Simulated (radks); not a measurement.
The numbers below are computed, except where a source is named.
Removal energies from the calcium ion Ca6+, [Ne] 3s2 3p2, by Delta-SCF beside the eigenvalue of the level emptied. Level of theory: scalar-relativistic Kohn-Sham, BLYP, spin-polarised, spherical densities, finite nucleus; Fermi nuclear charge, rms radius of each element as measured or else 0.836 A^(1/3) + 0.57 fm (a radial shooting solver on a logarithmic mesh with Libxc functionals). Open shells are filled with parallel spins first.

| removed from | final configuration | Delta-SCF (eV) | -eigenvalue (eV) |
|---|---|---|---|
| 3p | [Ne] 3s2 3p1 | 127.40 | 117.45 |
| 3s | [Ne] 3s1 3p2 | 143.47 | 134.02 |
| 2p | [He] 2s2 2p5 3s2 3p2 | 470.61 | 441.80 |
| 2s | [He] 2s1 2p6 3s2 3p2 | 546.37 | 520.62 |
